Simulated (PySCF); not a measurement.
Job file and geometry (Å, from GFN2-xTB) of an NMR shielding run on `InChI=1S/C6H11FSSi/c7-4-5(9)6(4)2-1-3-8-6/h4-5H,1-3H2,9H3/t4-,5-,6+/m1/s1`, GIAO PBE0/pcSseg-1 NMR shielding, non-relativistic, gas phase in PySCF 2.14.0, density-fitted response routines; density fitting, a coarse starting grid and PySCF grid level 2 are the driver's defaults:

```
$ OMP_NUM_THREADS=1 python probes_run.py task.json out

{"job": {"kind": "nmr", "xc": "PBE0", "basis": "pcSseg-1"}, "charge": 0, "multiplicity": 1}
F      0.624571    -2.570676    -0.551429
C      0.937518    -1.254329    -0.750218
C      1.485482    -0.469223     0.404337
Si     2.887462     0.766746     0.140993
C      0.091756    -0.212503    -0.096859
C     -1.131694    -0.576512     0.713293
C     -2.332303    -0.152928    -0.125208
C     -2.044552     1.270126    -0.572400
S     -0.277696     1.288667    -1.050192
H      1.316784    -1.107829    -1.753464
H      1.509283    -1.025269     1.336262
H      2.893723     1.193478    -1.255071
H      4.132322     0.076585     0.479551
H      2.661324     1.896549     1.040956
H     -1.122287    -0.024266     1.657852
H     -1.143264    -1.644739     0.931673
H     -3.262619    -0.203576     0.440785
H     -2.416153    -0.804931    -0.996693
H     -2.180730     1.983713     0.241002
H     -2.634074     1.581595    -1.431536
```

Task: Write the output of this run.

Result: 
```
coarse grid: 17672 points
cycle   1  E = -1021.9310240246  dE =  1.221e+00  |g| = 4.968e-01  |ddm| = 4.193e+00
cycle   2  E = -1021.9157609570  dE =  1.526e-02  |g| = 6.223e-01  |ddm| = 8.687e-01
cycle   3  E = -1021.9803256065  dE = -6.456e-02  |g| = 6.785e-02  |ddm| = 4.814e-01
cycle   4  E = -1021.9810112447  dE = -6.856e-04  |g| = 3.203e-02  |ddm| = 1.037e-01
cycle   5  E = -1021.9812328745  dE = -2.216e-04  |g| = 7.599e-03  |ddm| = 4.027e-02
cycle   6  E = -1021.9812457033  dE = -1.283e-05  |g| = 2.984e-03  |ddm| = 1.357e-02
cycle   7  E = -1021.9812477811  dE = -2.078e-06  |g| = 5.225e-04  |ddm| = 3.836e-03
final grid: 161616 points
cycle   8  E = -1022.0451195199  dE = -4.741e-05  |g| = 9.650e-03  |ddm| = 4.138e-02
cycle   9  E = -1022.0450981274  dE =  2.139e-05  |g| = 1.370e-02  |ddm| = 2.348e-02
cycle  10  E = -1022.0451419418  dE = -4.381e-05  |g| = 1.125e-03  |ddm| = 1.472e-02
cycle  11  E = -1022.0451421748  dE = -2.330e-07  |g| = 3.299e-04  |ddm| = 1.325e-03
cycle  12  E = -1022.0451421975  dE = -2.269e-08  |g| = 8.259e-05  |ddm| = 4.171e-04
cycle  13  E = -1022.0451421991  dE = -1.644e-09  |g| = 2.629e-05  |ddm| = 1.446e-04
cycle  14  E = -1022.0451421993  dE = -1.685e-10  |g| = 5.569e-06  |ddm| = 3.574e-05
converged SCF energy = -1022.0451421993

GIAO shielding tensors (ppm)
atom      isotropic    diamagn.    paramagn.     s11        s22        s33       span
  0 F      392.827     472.010     -79.183    348.349    383.419    446.714     98.366
  1 C      101.113     248.490    -147.377     55.070     76.033    172.235    117.166
  2 C      175.039     256.732     -81.693    152.373    170.265    202.478     50.105
  3 Si     419.746     879.509    -459.763    390.871    411.473    456.892     66.021
  4 C      143.818     252.540    -108.722    101.727    130.909    198.820     97.092
  5 C      149.622     244.244     -94.623    117.582    159.832    171.451     53.868
  6 C      152.411     248.599     -96.187    128.032    159.982    169.221     41.189
  7 C      146.147     253.346    -107.199    108.136    162.181    168.125     59.989
  8 S      480.154    1057.498    -577.344    297.737    399.312    743.412    445.674
  9 H       27.570      32.634      -5.064     22.236     29.332     31.143      8.906
 10 H       31.158      32.589      -1.432     24.280     29.902     39.291     15.011
 11 H       28.219      29.145      -0.926     24.020     27.638     32.998      8.977
 12 H       27.592      27.917      -0.325     23.939     25.046     33.793      9.854
 13 H       27.566      28.681      -1.115     23.432     26.194     33.073      9.641
 14 H       29.704      31.094      -1.390     23.951     28.620     36.541     12.590
 15 H       29.552      30.868      -1.317     24.239     28.872     35.546     11.307
 16 H       29.664      28.789       0.875     24.331     26.614     38.047     13.716
 17 H       29.735      30.506      -0.771     25.169     27.561     36.476     11.307
 18 H       28.453      30.947      -2.493     22.565     26.383     36.412     13.846
 19 H       28.748      29.823      -1.076     23.336     25.778     37.129     13.793
```

Task: Turn these shieldings into chemical shifts. δ = σ(ref) − σ, references computed at the same level: $^{19}$F (170.95 ppm) against CFCl3; $^{13}$C (186.93 ppm) and $^{29}$Si (349.16 ppm) and $^{1}$H (31.72 ppm) against TMS; $^{33}$S (503.73 ppm) vs CS2.

Result: Averaging equivalent atoms: F 0: -221.9; C 1: 85.8; C 4: 43.1; C 7: 40.8; C 5: 37.3; C 6: 34.5; C 2: 11.9; Si 3: -70.6; S 8: 24; H 9: 4.15; H 11/12/13: 3.92; H 18: 3.26; H 19: 2.97; H 15: 2.17; H 16: 2.05; H 14: 2.01; H 17: 1.98; H 10: 0.56 ppm. Unscaled 19F shifts against computed CFCl3 carry errors that often reach 10 to 50 ppm.

Size and cost of the density-fitted run: 222 basis functions, 45 s wall time on 1 thread of an Arm Neoverse V2, shared host; peak memory 1.1 GiB.
